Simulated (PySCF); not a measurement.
**A search over the determinants of Ga₂**

Unrestricted PBE0; Ga cc-pVTZ-PP with ECP10; scalar-relativistic core potentials (PySCF 2.14). Outer shells of the fragments: Ga 3d10 4s2 4p1; Ga 3d10 4s2 4p1.

Followed along the bond (rough minima from three points):

```
2Ms+1  unpaired  ⟨S²⟩ at the start  R at minimum (Å)  Te (eV)
    3  σ ↑, π ↑               2.01              2.71     0.00
    3      π ↑↑               2.00              2.45     0.11
    1  σ ↓, π ↑               1.02              2.70     0.16
    1      π ↑↓               1.01              2.46     0.29
    1      none               0.00              2.50     0.82
```

Solutions found at the starting distance of 2.410 Å, counted from the lowest of them; the search is not exhaustive and high or unbound solutions are not listed, so other states can lie among these:

```tsv
2Ms+1	unpaired	term	E (eV)	⟨S²⟩	⟨Lz²⟩
3	π ↑↑	³Σ⁻	0.00	2.00	0.00
3	σ ↑, π ↑	³Π	0.09	2.01	1.00
1	π ↑↓	mixed	0.18	1.01	2.02
1	σ ↓, π ↑	mixed	0.25	1.02	1.00
1	none	mixed	0.73	0.00	2.00
3	π ↑↑	mixed	2.21	2.01	2.01
3	σ ↑↑, π ↑↓	mixed	3.36	3.01	2.01
1	σ ↓↓, π ↑↑	mixed	3.72	2.01	0.00
3	σ ↑, π ↑	³Π	4.18	2.02	1.01
1	σ ↓, π ↑	mixed	4.54	1.02	1.01
```

A term symbol is given only where ⟨S²⟩ and ⟨Lz²⟩ are close to those of a pure state; real π, δ and φ orbitals otherwise mix terms, and g/u labels are left off.

Task: Compare the gap between the two lowest followed solutions at the starting distance with the gap between their minima.

Result: At PBE0 the second solution (triplet, unpaired electrons π ↑↑) lies -0.09 eV from the first (triplet, unpaired electrons σ ↑, π ↑) at 2.410 Å and +0.11 eV at the minima; the two curves relax by different amounts, since their minima lie near 2.45 and 2.71 Å.

Spin–orbit coupling is left out. Counting both spins, an empty level lies below a filled one in some of these solutions, because spin and occupation are held.
